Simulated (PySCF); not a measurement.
# The second ionisation energy along group 15

All values are computed (PySCF 2.14, energy differences of UHF-based or UKS calculations, no spin-orbit coupling). Values in eV. The last column holds reference values (NIST; (s) semi-empirical, (t) theoretical, else measured). Unmarked ones compare directly (S terms, centres of terms, or small fine structure); those marked * lie between the lowest fine-structure levels and include a spin-orbit shift.

| element | configurations | MP2 (valence and next inner shell) | CCSD(T) (valence and next inner shell) | PBE0 | MP2 (valence) | SCS-MP2 (valence) | CCSD(T) (valence) | reference |
| --- | --- | --- | --- | --- | --- | --- | --- | --- |
| N (ANO-RCC-VTZP, spin-free X2C) | [He] 2s2 2p2 → [He] 2s2 2p1 | 29.646 | 29.510 | 29.921 | 29.629 | 29.492 | 29.489 | 29.601 (s) * |
| P (ANO-RCC-VTZP, spin-free X2C) | [Ne] 3s2 3p2 → [Ne] 3s2 3p1 | 19.602 | 19.672 | 19.816 | 19.605 | 19.516 | 19.680 | 19.769 (s) * |
| As (ANO-RCC-VTZP, spin-free X2C) | [Ar] 3d10 4s2 4p2 → [Ar] 3d10 4s2 4p1 | 18.444 | 18.476 | 18.558 | 18.353 | 18.278 | 18.407 | 18.589 * |
| Sb (ANO-RCC-VTZP, spin-free X2C) | [Kr] 4d10 5s2 5p2 → [Kr] 4d10 5s2 5p1 | 16.537 | 16.523 | 16.575 | 16.350 | 16.292 | 16.408 | 16.626 ± 0.025 * |
| Bi (ANO-RCC-VTZP, spin-free X2C) | [Xe] 4f14 5d10 6s2 6p2 → [Xe] 4f14 5d10 6s2 6p1 | 15.890 | 15.857 | 15.876 | 15.632 | 15.578 | 15.681 | 16.703 * |

For Bi a determinant mixes LS terms or the coupling is close to jj, so these rows are model values.

"Valence" correlates the outer s and p shells and, in groups 3 to 12 and the f block, the outer d or f shell, open or full, or the next shell where the ion has no valence electron left; the wider scheme adds the next inner shell.
